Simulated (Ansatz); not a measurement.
Ansatz (a program for electronic structure) input:

Ansatz 0.2 input:
```yaml
crystal:
  periodic: [false, false, false]
  atoms:
    - {symbol: C, position_ang: [-1.94731495, 0.26320603, 0.24700152]}
    - {symbol: C, position_ang: [-1.62624692, -1.08693096, 0.27518480]}
    - {symbol: O, position_ang: [-0.32858452, -1.28584617, 0.11182678]}
    - {symbol: C, position_ang: [0.25209665, -0.03747676, -0.03179705]}
    - {symbol: C, position_ang: [-0.75095119, 0.93909570, 0.05108343]}
    - {symbol: C, position_ang: [1.60953770, -0.00519528, -0.21535527]}
    - {symbol: O, position_ang: [2.22676604, 1.12960266, -0.35788635]}
    - {symbol: H, position_ang: [-2.93302779, 0.68270310, 0.35693584]}
    - {symbol: H, position_ang: [-2.23433964, -1.96915912, 0.40317325]}
    - {symbol: H, position_ang: [-0.59665599, 2.00348556, -0.02571583]}
    - {symbol: H, position_ang: [2.17133571, -0.93527463, -0.24157337]}
    - {symbol: H, position_ang: [3.18450772, 1.03200082, -0.48104786]}
basis:
  gaussian:
    orbitals: def2-TZVPD
hamiltonian:
  xc: {name: r2SCAN0}
total_charge: 1
output: {forces: true}
```

Q: Which total energy does the run end on?

A: -343.59051 Eh (r2SCAN0/def2-TZVPD). The basis has 310 functions.

It need not be the lowest isomer of its formula.
